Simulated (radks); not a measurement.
Task: The mean radii <r> (bohr) of the occupied orbitals of an atom or ion are listed with their occupations. Calculated with a radial shooting solver on a logarithmic mesh with Libxc functionals: non-relativistic Kohn-Sham, LDA (Slater exchange, Perdew-Wang correlation), spin-polarised, spherical densities, point nucleus.

orbital  occ.      <r>
1s down     1  0.02335
1s up       1  0.02335
2s up       1  0.09931
2s down     1  0.09931
2p up       3  0.08418
2p down     3  0.08418
3s up       1   0.2561
3s down     1   0.2560
3p up       3   0.2458
3p down     3   0.2456
3d up       5   0.2178
3d down     5   0.2176
4s up       1   0.5767
4s down     1   0.5769
4p up       3   0.5894
4p down     3   0.5898
4d up       5   0.6219
4d down     5   0.6230
5s up       1    1.380
5s down     1    1.392
5p up       3    1.531
5p down     3    1.549
4f up       6   0.7865
4f down     2   0.8038

Name the element and its charge.

Result: Z = 65, terbium, charge +3: Tb3+ in [Xe] 4f(up 6, down 2). The 1s radius gives Z: for a bare nucleus <r> = 1.5/Z, 0.02308 bohr for Z = 65, and screening makes it slightly larger (0.02335 here). The occupations add up to 62, and the charge is Z minus that.
